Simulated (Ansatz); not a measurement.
# Abstraction of Cl: SiH(CH3)Cl2 + SnCl3 → SiH(CH3)Cl + SnCl4

Gas-phase species: SiH(CH3)Cl2, singlet; SnCl3 `[Cl][Sn]([Cl])[Cl]`, doublet; SiH(CH3)Cl, doublet; SnCl4 `[Cl][Sn]([Cl])([Cl])[Cl]`, singlet. A radical takes Cl: the energy is the difference in strength between the Si–Cl bond broken and the Sn–Cl bond made.

Shapes, held fixed at every level: PBE0-D4/def2-TZVP. Programs: Ansatz 0.2.0. Electronic energies: no zero-point or thermal term.

```
                level                   kind  ΔE (kJ/mol)  less CCSD(T)/def2-TZVPP
       MP2/def2-TZVPP    perturbation theory       +120.9                     -0.1
          HF/def2-SVP           Hartree–Fock       +111.9                     -9.1
  BHLYP-D4/def2-TZVPP          global hybrid       +127.9                     +6.9
   PBE0-D4/def2-TZVPP          global hybrid       +125.9                     +4.9
r2SCAN0-D4/def2-TZVPP          global hybrid       +125.9                     +4.9
    B2PLYP/def2-TZVPP          double hybrid       +131.4                    +10.4
        CCSD/def2-SVP  coupled cluster or CI       +110.8                    -10.2
   CCSD(T)/def2-TZVPP  coupled cluster or CI       +121.0                      0.0
```

The highest level, CCSD(T)/def2-TZVPP, gives ΔE = +121.0 kJ/mol; the levels span +110.8 to +131.4. The column of differences is taken from that level and isn't an error. No measured value is set beside it here. Open shells run unrestricted. For atoms past krypton def2 sets carry core potentials with scalar relativity. Outer-core shells of Sn are correlated, in sets that cover them unevenly.
